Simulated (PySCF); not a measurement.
All of these have the formula C3H8O2Si. Theory: TDDFT CAM-B3LYP/def2-SVPD, vertical, gas phase, core orbitals frozen in the response in PySCF 2.14.0, density-fitted response routines. Geometries: GFN2-xTB; one conformer of each isolated species. Triplets are in the Tamm–Dancoff approximation.

A. `O=C(O)CC[SiH3]`
B. `C[SiH2]OC(C)=O`
C. `CCOC(=O)[SiH3]`
D. `C=C(C)[SiH](O)O`

Lowest singlet levels (six at most, fewer where fewer were computed) with oscillator strengths:

1. 5.86 eV (f 0.001); 7.76 eV (f 0.027); 8.07 eV (f 0.105); 8.21 eV (f 0.000); 8.26 eV (f 0.022); 8.46 eV (f 0.002); T1 5.35 eV
2. 6.00 eV (f 0.000); 7.60 eV (f 0.042); 7.68 eV (f 0.043); 8.03 eV (f 0.008); 8.20 eV (f 0.008); 8.48 eV (f 0.076); T1 5.52 eV
3. 6.61 eV (f 0.009); 6.99 eV (f 0.114); 7.12 eV (f 0.247); 7.43 eV (f 0.000); 7.72 eV (f 0.003); 7.84 eV (f 0.013); T1 4.29 eV
4. 5.12 eV (f 0.003); 7.33 eV (f 0.000); 7.55 eV (f 0.084); 7.74 eV (f 0.002); 8.04 eV (f 0.184); 8.24 eV (f 0.039); T1 4.46 eV

Question: Which spectrum belongs to which structure?

Answer: 1 = B, 2 = A, 3 = D, 4 = C.
- A: S1 at 6.00 eV, HOMO→LUMO+1 (36%), HOMO→LUMO (28%), HOMO-3→LUMO+1 (11%); Löwdin shares by element: HOMO oxygen 35% or more, hydrogen 22% or more, silicon 19% (atoms not listed hold the other 23%); LUMO carbon 33% or more, oxygen 32% (atoms not listed hold the other 35%); HOMO -9.61 and LUMO 0.80 eV.
- B: S1 at 5.86 eV, HOMO→LUMO (56%), HOMO→LUMO+2 (28%); Löwdin shares by element: HOMO oxygen 77%, carbon 17% or more; LUMO carbon 30% or more, silicon 16%, oxygen 16% or more (atoms not listed hold the other 37%); HOMO -9.59 and LUMO 1.07 eV.
- C: S1 at 5.12 eV, HOMO→LUMO (93%); Löwdin shares by element: HOMO oxygen 64%, carbon 14% or more, silicon 12%; LUMO oxygen 37%, carbon 32% or more, silicon 18%; HOMO -9.18 and LUMO 0.57 eV.
- D: S1 at 6.61 eV, HOMO-1→LUMO (54%), HOMO-1→LUMO+1 (29%); Löwdin shares by element: HOMO carbon 82% (atoms not listed hold the other 18%); LUMO carbon 26% or more, silicon 24%, oxygen 12% or more (atoms not listed hold the other 38%); HOMO -8.94 and LUMO 0.71 eV.
A and B have S1 within 0.14 eV of each other; their strongest listed levels stand at 8.48 eV (f 0.076) and 8.07 eV (f 0.105).
